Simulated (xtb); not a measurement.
N2, charge +1, doublet, geometry from GFN2-xTB (a state made from the parent by changing its charge; the spin is typed, not shown lowest); GFN2-xTB in xtb.

Here is a job for xtb.
```
$ xtb mol.xyz --gfn 2 --chrg 1 --uhf 1 --acc 1000 --json

# file mol.xyz
2

N     -0.00000000    -0.00000000    -0.53416778
N      0.00000000     0.00000000     0.53416778
```

What the program printed (banner, timings and long lists left out):

```
   ID    Z sym.   atoms
    1    7 N      1, 2

           -------------------------------------------------
          |                Calculation Setup                |
           -------------------------------------------------

           -------------------------------------------------
          |                 G F N 2 - x T B                 |
           -------------------------------------------------

          ...................................................
          :                      SETUP                      :
          :.................................................:
          :  # basis functions                   8          :
          :  # atomic orbitals                   8          :
          :  # shells                            4          :
          :  # electrons                         9          :
          :  max. iterations                   250          :
          :  Hamiltonian                  GFN2-xTB          :
          :  restarted?                      false          :
          :  GBSA solvation                  false          :
          :  PC potential                    false          :
          :  electronic temp.          300.0000000     K    :
          :  accuracy                 1000.0000000          :
          :  -> integral cutoff          0.2000000E+02      :
          :  -> integral neglect         0.1000000E-04      :
          :  -> SCF convergence          0.1000000E-02 Eh   :
          :  -> wf. convergence          0.1000000E+00 e    :
          :  Broyden damping             0.4000000          :
          :  net charge                          1          :
          :  unpaired electrons                  1          :
          ...................................................

 iter      E             dE          RMSdq      gap      omega  full diag
   1     -5.2072246 -0.520722E+01  0.932E+00    5.43       0.0  T
   2     -5.2107831 -0.355853E-02  0.514E+00    5.16       1.0  T
   3     -5.2125930 -0.180991E-02  0.792E-01    4.86       1.0  T
   4     -5.2125972 -0.417377E-05  0.144E-01    4.91       1.0  T
   5     -5.2125978 -0.616369E-06  0.114E-02    4.90       6.2  T

   *** convergence criteria satisfied after 5 iterations ***

         :::::::::::::::::::::::::::::::::::::::::::::::::::::
         ::                     SUMMARY                     ::
         :::::::::::::::::::::::::::::::::::::::::::::::::::::
[...]
         :: total energy              -5.103526199724 Eh    ::
[...]
         1        2.0000           -1.1156691             -30.3589
         2        2.0000           -0.9877435             -26.8779
         3        2.0000           -0.9812353             -26.7008
         4        2.0000           -0.9812353             -26.7008
         5        1.0000           -0.8699779             -23.6733 (HOMO)
         6                         -0.6900427             -18.7770 (LUMO)
         7                         -0.6900427             -18.7770
         8                          0.5265010              14.3268
      -------------------------------------------------------------
                  HL-Gap            0.1799353 Eh            4.8963 eV
             Fermi-level           -0.8528084 Eh          -23.2061 eV

     #   Z          covCN         q      C6AA      α(0)
     1   7 N        0.981     0.500    13.800     5.344
     2   7 N        0.981     0.500    13.800     5.344

 Mol. C6AA /au·bohr⁶  :         55.198404
 Mol. C8AA /au·bohr⁸  :       1217.721155
 Mol. α(0) /au        :         10.688570

Wiberg/Mayer (AO) data.
largest (>0.10) Wiberg bond orders for each atom

 ---------------------------------------------------------------------------
     #   Z sym  total        # sym  WBO       # sym  WBO       # sym  WBO
 ---------------------------------------------------------------------------
     1   7 N    3.358 --     2 N    3.358
     2   7 N    3.358 --     1 N    3.358
 ---------------------------------------------------------------------------

Topologies differ in total number of bonds
Writing topology from bond orders to xtbtopo.mol

molecular dipole:
                 x           y           z       tot (Debye)
 q only:        0.000       0.000       0.000
   full:       -0.000       0.000       0.000       0.000
molecular quadrupole (traceless):
                xx          xy          yy          xz          yz          zz
 q only:       -0.509       0.000      -0.509       0.000       0.000       1.019
  q+dip:       -1.071       0.000      -1.071       0.000       0.000       2.141
   full:       -0.461       0.000      -0.461       0.000       0.000       0.921

           -------------------------------------------------
          | TOTAL ENERGY               -5.103526199724 Eh   |
          | GRADIENT NORM               0.000167769447 Eh/α |
          | HOMO-LUMO GAP               4.896287642000 eV   |
           -------------------------------------------------

normal termination of xtb
```
